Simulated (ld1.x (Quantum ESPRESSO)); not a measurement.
# Before and after: TM semilocal potential for tin

* Element: tin (Sn)
* Generator: ld1.x (Quantum ESPRESSO) 7.5
* Type: norm-conserving Troullier–Martins (semilocal form)
* Functional: PBEsol
* Relativity: scalar-relativistic
* Frozen core: [Kr]
* Valence charge: 14
* Reference configuration: 4d10 5s2 5p2
* Partial waves: 5p (bound): rc 2.55 bohr; 4d (bound): rc 1.45 bohr; 5s (bound): rc 2.15 bohr
* Local potential: the s channel
* Core correction: Bessel-smoothed model core inside 1.30 bohr

Change: wave 5p (bound): rc 2.55 bohr becomes 5p (bound): rc 3.30 bohr.

Cutoffs: the cutoffs (Ry, on a coarse ladder) from which the occupation-weighted sum of valence levels, in a spherical-Bessel basis at the reference potential, stays within 10 and 1 mRy of its value at 400 Ry; they do not see the model core or the augmentation charge, which bear on the density cutoff. Errors are all-electron minus pseudo energies relative to the spin-unpolarised reference configuration.

What does the change do?

The potential gets neither clearly harder nor softer (90 Ry and 140 Ry → 90 Ry and 140 Ry); of the 7 tests that both files solve, the error grows in 4 and shrinks in 2 by more than 15 % and 0.3 meV (median size 7.7 → 25.9 meV); neither file shows a bound ghost. A semilocal file is local in each channel, so a ghost entry of none says nothing of the separable form that plane-wave codes build from it.

| quantity | base | changed |
| --- | --- | --- |
| cutoff, loose | 90 Ry | 90 Ry |
| cutoff, tight | 140 Ry | 140 Ry |
| bound ghosts | none | none |
| error for 4d10 5s2 5p1, meV [ΔE 6.90 eV] | -1.2 | -1.5 |
| error for 4d10 5s2 5p0, meV [ΔE 20.87 eV] | -7.7 | -26 |
| error for 4d10 5s1 5p0, meV [ΔE 51.88 eV] | -25 | -77 |
| error for 4d10 5s2 5p1.5, meV [ΔE 2.63 eV] | -0.5 | -0.3 |
| error for 4d10 5s1 5p3, meV [ΔE 7.01 eV] | -2.2 | +6.5 |
| error for 4d9 5s2 5p3, meV [ΔE 24.40 eV] | -219 | -134 |
| error for 4d9 5s2 5p2, meV [ΔE 32.65 eV] | -166 | -91 |
